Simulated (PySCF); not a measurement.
Computed IR spectrum (relative IR intensity) of a molecule C₃H₅ClOSi. The structure is a stationary point at B3LYP-D3(BJ)/def2-SVP. Other conformers were not sampled. Level of theory: B3LYP-D3(BJ)/def2-SVP run with PySCF. Frequencies are harmonic and unscaled.

Lines under 2 % of the strongest are left out, and lines within 2 cm⁻¹ are merged.

ν (cm⁻¹): 475 (m), 555 (m), 634 (vw), 677 (m), 741 (w), 753 (w), 762 (w), 866 (vs), 871 (w), 926 (m), 1043 (m), 1197 (m), 1210 (vw), 1293 (m), 1346 (w), 1440 (w), 1612 (vs), 2252 (s), 3054 (w), 3119 (vw), 3179 (w) (against the strongest line: vs over 80 %, s over 45 %, m over 15 %, w over 4 %, vw less)

**Question.** Which molecule gave these data?
A. ClC1=C[SiH2]CO1
B. Cl/C=C1\CO[SiH2]1
C. O=C1CC[Si@H]1Cl
D. Cl[Si@@H]1C=COC1

**Answer.** D, Cl[Si@@H]1C=COC1
